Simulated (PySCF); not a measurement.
Isomers of C8H7ClO.

All values: PBE0/pcSseg-1 (PySCF) at GFN2-xTB geometries, gas phase, one conformer each.

Question: Rank by LUMO energy, highest first.
A. `[CH3:1][C:2](=[O:3])[c:4]1[cH:5][cH:6][c:7]([Cl:8])[cH:9][cH:10]1` with C1–C2–C4–C5 -179° (4'-chloroacetophenone)
B. `c1c(Cl)c2CCOc2cc1`
C. `[CH3:1][c:2]1[cH:3][cH:4][c:5]([C:6](=[O:7])[Cl:8])[cH:9][cH:10]1` with C4–C5–C6–O7 0° (4-methylbenzoyl chloride)

Answer: B (-0.45 eV), A (-1.90 eV), C (-2.09 eV).

Question: Rank by dipole moment, lowest first.
A. `ClC1=C2CCOC2=CC=C1`
B. `[CH3:1][C:2](=[O:3])[c:4]1[cH:5][cH:6][c:7]([Cl:8])[cH:9][cH:10]1` with C1–C2–C4–C5 -179° (4'-chloroacetophenone)
C. `[CH3:1][c:2]1[cH:3][cH:4][cH:5][cH:6][c:7]1[C:8](=[O:9])[Cl:10]` with C6–C7–C8–O9 -167° (o-toluoyl chloride)
D. `[CH3:1][c:2]1[cH:3][cH:4][c:5]([C:6](=[O:7])[Cl:8])[cH:9][cH:10]1` with C4–C5–C6–O7 0°
E. `[CH3:1][c:2]1[cH:3][cH:4][cH:5][c:6]([C:7](=[O:8])[Cl:9])[cH:10]1` with C5–C6–C7–O8 180°

Answer: A (1.10 D), B (2.41 D), C (3.85 D), E (4.33 D), D (4.82 D).

All values together:

```csv
SMILES,μ (D),HOMO (eV),LUMO (eV),lowest IAO charge (e),highest IAO charge (e),lowest Hirshfeld charge (e),highest Hirshfeld charge (e)
Cc1cccc(C(=O)Cl)c1,4.33,-7.71,-2.16,-0.428 (C),+0.357 (C),-0.202 (O),+0.173 (C)
Clc1cccc2c1CCO2,1.10,-6.47,-0.45,-0.336 (O),+0.210 (C),-0.119 (O),+0.072 (C)
Cc1ccc(C(=O)Cl)cc1,4.82,-7.78,-2.09,-0.428 (C),+0.357 (C),-0.204 (O),+0.171 (C)
Cc1ccccc1C(=O)Cl,3.85,-7.71,-2.14,-0.424 (C),+0.355 (C),-0.183 (O),+0.175 (C)
CC(=O)c1ccc(Cl)cc1,2.41,-7.52,-1.90,-0.479 (C),+0.381 (C),-0.229 (O),+0.162 (C)
```

Conformers: `[CH3:1][c:2]1[cH:3][cH:4][cH:5][c:6]([C:7](=[O:8])[Cl:9])[cH:10]1` with C5–C6–C7–O8 180°; `[CH3:1][c:2]1[cH:3][cH:4][c:5]([C:6](=[O:7])[Cl:8])[cH:9][cH:10]1` with C4–C5–C6–O7 0°; `[CH3:1][c:2]1[cH:3][cH:4][cH:5][cH:6][c:7]1[C:8](=[O:9])[Cl:10]` with C6–C7–C8–O9 -167°; `[CH3:1][C:2](=[O:3])[c:4]1[cH:5][cH:6][c:7]([Cl:8])[cH:9][cH:10]1` with C1–C2–C4–C5 -179°.
